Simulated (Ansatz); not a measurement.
Two isomers of CH3FIIn: A = `[CH3][In]([F])[I]`, B = `F[CH2][InH][I]`.

Calculated with Ansatz (gas phase, PBE0-D4/def2-TZVP geometries, no zero-point term in ΔE). CBS: MP2 limit from def2 TZ/QZ plus the TZ coupled-cluster correction, frozen cores. DFT in def2-TZVPP. B3LYP here is the variant with VWN-RPA as its local correlation; programs differ in this. Elements past krypton have def2 core potentials. For I, In outer-core shells are correlated without core-valence functions, which leaves a few kJ/mol of doubt a bond. Each species was taken in one conformer, which may not be the lowest.

(1) Which isomer does CCSD(T)/CBS put lower? Give the gap. (An estimate is asked.)

(2) Give E(B) − E(A) in kcal/mol with B3LYP-D4, ωB97M-V, B2PLYP, CCSD/def2-TZVPP, LDA (SPW92), B3LYP, r2SCAN-D4. (Best estimate.)

(3) Does the order hold for the free energy at 298.15 K (harmonic terms from PBE0-D4)? (Estimate.)

Largest T1 diagnostic: 0.013.

## Answers

(1) Ansatz gave: A, by 45.8 kcal/mol.

(2) The calculation gave: B3LYP-D4 42.6, ωB97M-V 42.6, B2PLYP 44.6, CCSD/def2-TZVPP 43.3, LDA (SPW92) 39.1, B3LYP 42.8, r2SCAN-D4 43.8. None reverses the order clearly.

(3) Ansatz gave: Yes: G(B) − G(A) = +45.0 kcal/mol, for one conformer each. Modes under 60 cm⁻¹, often nearly free rotors, make the harmonic entropy too high.

At CCSD(T), def2-SVP lies −2.4 kcal/mol from the extrapolated value and def2-TZVPP −2.1 kcal/mol. In def2-TZVPP, CCSD(T) changes the Hartree–Fock value by +1.3 kcal/mol (the triples alone add +0.4 kcal/mol) and MP2 by +4.4 kcal/mol.
